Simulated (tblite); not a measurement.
A tight-binding relaxation on `C[C@@H]1CCP(C2CC2)C1`.

Computed with GFN2-xTB geometry optimisation, gas phase (tblite 0.8.0). Start geometry: from a force field or distance geometry. The input is one job of a driver script: a line of settings, then coordinates in Å.

Command:
```bash
OMP_NUM_THREADS=1 python probes_run.py task.json out
```

Input:
```
{"job": {"kind": "relax", "xc": "GFN2-xTB", "basis": "xTB"}, "charge": 0, "multiplicity": 1}
C     -3.281700     0.608100    -0.008800
C     -1.930900     0.182100    -0.448300
C     -1.533600    -1.209700    -0.006500
C     -0.186000    -1.517900    -0.613700
P      0.594500     0.169200    -0.710600
C      2.150800     0.299400     0.249900
C      3.346200     1.052300    -0.292400
C      3.313000    -0.443800    -0.408000
C     -0.818100     1.118000     0.037000
H     -4.043800    -0.188400    -0.197600
H     -3.611400     1.475900    -0.643200
H     -3.316900     0.940500     1.047100
H     -1.881900     0.225100    -1.546000
H     -2.242700    -1.968200    -0.412300
H     -1.499700    -1.233200     1.101700
H     -0.249100    -2.025700    -1.568200
H      0.408500    -2.098900     0.150600
H      2.154600     0.199400     1.351700
H      3.152900     1.691400    -1.161100
H      4.143400     1.410200     0.414900
H      3.949900    -1.077700     0.214700
H      3.100400    -0.822200    -1.446000
H     -0.937400     2.125100    -0.397400
H     -0.792700     1.108900     1.133800
```

Output:
```
step      E/eV     max force
  0    -741.32930    3.202
  1    -741.71729    1.933
  2    -741.88379    0.881
  3    -741.96653    0.567
  4    -742.00701    0.423
  5    -742.03731    0.391
  6    -742.06075    0.355
  7    -742.08243    0.337
  8    -742.10326    0.356
  9    -742.12101    0.379
... (105 lines left out)
115    -742.39978    0.020
116    -742.39986    0.016
117    -742.39992    0.016
118    -742.39997    0.012
119    -742.40001    0.012
120    -742.40004    0.012
121    -742.40007    0.011
122    -742.40010    0.011
123    -742.40013    0.011
124    -742.40015    0.008
```

«max force» is the largest atomic force in eV/Å.

Q: From which step on does the largest force stay under 0.1 eV/Å, and how much energy is left to gain from there?

A: From step 76 (0.091 eV/Å), 31.7 meV above the end.

Summary of the converged run: energy lowered by 24.7 kcal/mol over 124 steps; largest atomic force 0.008 eV/Å at the end.

Q: Give the final coordinates.

A: 0.709 Å rms from the input after alignment:
```
atom  x, y, z in Å
C1    -2.9121    0.7367    0.4370
C2    -1.8999    0.1297   -0.5264
C3    -1.3258   -1.1950   -0.0256
C4    -0.1987   -1.5648   -0.9821
P5     0.7194    0.0117   -1.3916
C6     1.7944    0.0694    0.1023
C7     2.9238    1.0588    0.1203
C8     3.2148   -0.3956   -0.0443
C9    -0.7000    1.0543   -0.7507
H10   -3.7654    0.0733    0.5617
H11   -3.2712    1.6922    0.0614
H12   -2.4580    0.8995    1.4127
H13   -2.3897   -0.0513   -1.4900
H14   -2.0884   -1.9749    0.0086
H15   -0.9366   -1.0579    0.9856
H16   -0.6087   -1.9647   -1.9135
H17    0.4892   -2.3055   -0.5719
H18    1.3012   -0.1351    1.0480
H19    3.0493    1.6991   -0.7405
H20    3.1761    1.5351    1.0564
H21    3.6669   -0.9306    0.7779
H22    3.5369   -0.7374   -1.0173
H23   -0.9349    1.8466   -1.4636
H24   -0.3944    1.5261    0.1867
```
Labels such as C1 count atoms from 1, the log's own numbers from 0.
